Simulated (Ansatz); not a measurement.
Geometry optimisation, RHF/def2-SVP in Ansatz 0.2.0.

input.yaml

```yaml
crystal:
  periodic: [false, false, false]
  atoms:
    - { symbol: In, position_ang: [-0.006347, -0.481076, -0.098419] }
    - { symbol: Cl, position_ang: [0.043557, -0.879065, 2.281236] }
    - { symbol: O, position_ang: [1.679943, -0.458966, -1.096103] }
    - { symbol: H, position_ang: [2.480358, -0.677307, -0.643764] }
    - { symbol: O, position_ang: [-1.741345, -0.251289, -0.981277] }
    - { symbol: H, position_ang: [-2.5265, -0.347281, -0.464573] }
    - { symbol: Si, position_ang: [0.100807, 3.00622, 1.225214] }
    - { symbol: H, position_ang: [0.805627, 3.542038, 2.408584] }
    - { symbol: H, position_ang: [0.828295, 3.360638, -0.013968] }
    - { symbol: H, position_ang: [-1.284197, 3.520387, 1.16353] }
    - { symbol: H, position_ang: [0.056404, 1.538702, 1.35454] }
basis:
  gaussian: { orbitals: def2-SVP }
hamiltonian:
  xc: hf
relax:
  f_tol: 0.03
  max_steps: 50
```

Launched with:

```bash
$ ansatz run input.yaml --threads 2 --pin off --max-ram 3072MiB --backend cpu --events-out ev --progress --plain --runs-dir out
```

Problem. Where does it end, and by what steps?

Solution. The forces met the threshold. The force dipped under the threshold on the way, but the program's further checks kept it going. After 23 steps the energy has fallen by 0.294 eV; Cl2 moved furthest, 1.13 Å.

| step | energy less start (eV) | largest force component (eV/Å) | accepted |
| --- | --- | --- | --- |
| 0 | 0.0000 | 0.765 | yes |
| 1 | -0.1307 | 0.263 | yes |
| 2 | -0.1758 | 0.178 | yes |
| 3 | -0.2037 | 0.153 | yes |
| 4 | -0.2271 | 0.248 | yes |
| 5 | -0.2360 | 0.134 | yes |
| 6 | -0.2385 | 0.026 | yes |
| 7 | -0.2399 | 0.047 | yes |
| 8 | -0.2431 | 0.124 | yes |
| 9 | -0.2452 | 0.288 | yes |
| 10 | -0.2520 | 0.196 | yes |
| 11 | -0.2639 | 0.117 | yes |
| 12 | -0.2721 | 0.184 | yes |
| 13 | -0.2762 | 0.178 | yes |
| 14 | -0.2784 | 0.219 | yes |
| 15 | -0.2856 | 0.124 | yes |
| 16 | -0.2891 | 0.047 | yes |
| 17 | -0.2910 | 0.061 | yes |
| 18 | -0.2920 | 0.113 | yes |
| 19 | -0.2929 | 0.076 | yes |
| 20 | -0.2935 | 0.025 | yes |
| 21 | -0.2939 | 0.021 | yes |
| 22 | -0.2935 | 0.043 | no |
| 23 | -0.2940 | 0.009 | yes |

```xyz
11
Properties=species:S:1:pos:R:3
In 0.143 -0.513 0.088
Cl -0.283 -1.901 1.938
O 1.886 -0.591 -0.810
H 2.566 -1.131 -0.438
O -1.334 0.557 -0.659
H -2.212 0.406 -0.345
Si -0.087 3.026 1.055
H 0.639 3.971 1.932
H 0.032 3.439 -0.354
H -1.492 2.913 1.491
H 0.579 1.697 1.238
```

Whether the end is a true minimum wasn't checked by a vibrational analysis.

Time of the run: 41 s on 2 threads of Intel(R) Xeon(R) 6975P-C (Granite Rapids), on a shared host, peak memory 0.32 GiB.
